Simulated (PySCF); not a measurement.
# Vibration and rotation of BiH⁻

UHF-CCSD(T) constants of BiH⁻, ²Π (doublet), unpaired electrons π ↑ (PySCF, scalar-relativistic core potentials, basis sets Bi aug-cc-pVDZ-PP with ECP60, H aug-cc-pVDZ; masses 208.9804 and 1.0078 u):

```
ωe              : 1629.5 cm⁻¹
ωexe            : 31.3 cm⁻¹
Be              : 5.0328 cm⁻¹
αe              : 0.152 cm⁻¹
D (centrifugal) : 0.000192 cm⁻¹
```

Q: Give the vibrational terms G(v) and spacings up to v = 6.

A: G(v) = ωe(v+½) − ωexe(v+½)².

```json
{"v": "0", "G(v) (cm⁻¹)": "807", "G(v) − G(v−1)": "", "Bv (cm⁻¹)": "4.957"}
{"v": "1", "G(v) (cm⁻¹)": "2374", "G(v) − G(v−1)": "1567", "Bv (cm⁻¹)": "4.805"}
{"v": "2", "G(v) (cm⁻¹)": "3878", "G(v) − G(v−1)": "1504", "Bv (cm⁻¹)": "4.653"}
{"v": "3", "G(v) (cm⁻¹)": "5320", "G(v) − G(v−1)": "1442", "Bv (cm⁻¹)": "4.501"}
{"v": "4", "G(v) (cm⁻¹)": "6699", "G(v) − G(v−1)": "1379", "Bv (cm⁻¹)": "4.349"}
{"v": "5", "G(v) (cm⁻¹)": "8015", "G(v) − G(v−1)": "1316", "Bv (cm⁻¹)": "4.197"}
{"v": "6", "G(v) (cm⁻¹)": "9269", "G(v) − G(v−1)": "1254", "Bv (cm⁻¹)": "4.045"}
```

Correlated steps freeze 4 core orbitals. These are scalar-relativistic numbers at best; spin–orbit coupling would shift them, the dissociation energy most. The state was picked by a PBE0 search and need not be the measured ground state.
